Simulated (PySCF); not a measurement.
Gas-phase reaction: 2 GeH₃Cl + H₂ = 2 GeH₄ + Cl₂

Computed with PySCF (xtb for GFN2) and rigid-rotor harmonic-oscillator thermochemistry at 1 bar. † marks an energy on the PBE0/def2-TZVP geometry and frequencies; other levels use their own. MP2 freezes the core. All species are closed-shell singlets. B3LYP is the form with VWN-RPA correlation. Ge: all electrons, no relativistic terms. MP2 isn't extrapolated to the basis-set limit.

| level | ΔH°(298 K), kJ |
|---|---|
| B3LYP/def2-TZVP† | … |
| GFN2-xTB | … |
| M06-2X/def2-TZVP† | 319 |
| MP2/def2-TZVPP† | … |
| PBE0/def2-QZVP† | 283 |
| r2SCAN/def2-TZVP† | 297 |
| ωB97M-V/def2-TZVP† | 291 |
| ωB97X-V/def2-TZVP† | … |

Problem. Complete the blanks.

Solution. 
- B3LYP/def2-TZVP†, ΔH°(298 K), kJ: 280
- GFN2-xTB, ΔH°(298 K), kJ: 271
- MP2/def2-TZVPP†, ΔH°(298 K), kJ: 315
- ωB97X-V/def2-TZVP†, ΔH°(298 K), kJ: 294
